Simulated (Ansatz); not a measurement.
`F[Si@H]1[O][Sn@H]1[Cl]`. The species carries charge 0 and has multiplicity 1. Sn takes the def2 core potential.

```xyz
7

F    -2.2656   -0.1706   -0.8062
Si   -1.0575   -0.7299    0.0444
O     0.3397   -1.0081   -0.6542
Sn    0.8840    0.7618    0.4754
Cl    1.2898    2.3784   -1.1572
H    -1.6414   -1.6597    1.0310
H     2.4511    0.4281    1.0669
```

Q: What are the harmonic wavenumbers in cm⁻¹ at PBE0-D4/def2-TZVP (Ansatz, finite differences of forces, unscaled)? (Estimate.)

A: Ansatz gave: 65, 113, 148, 259, 328, 356, 379, 491, 575, 697, 835, 871, 1073, 1918, 2267.

Q: Is this a minimum?

A: Yes, all 15 modes are real.

Q: Give the ideal-gas thermochemistry at 298.15 K and 1 bar (rigid rotor, harmonic oscillator; point group C1, symmetry number 1).

A: Zero-point energy 62.1 kJ/mol; H(298) − E = 83.5 kJ/mol; entropy 369.5 J/(mol·K), of which translation 176.1, rotation 121.4, vibration 72.1; G(298) − E = -26.7 kJ/mol. Modes under 100 cm⁻¹ are hindered rotations or soft bends, so the harmonic entropy is rough.

Q: Rotational constants (cm⁻¹)?

A: 0.0988, 0.0382, 0.03107.
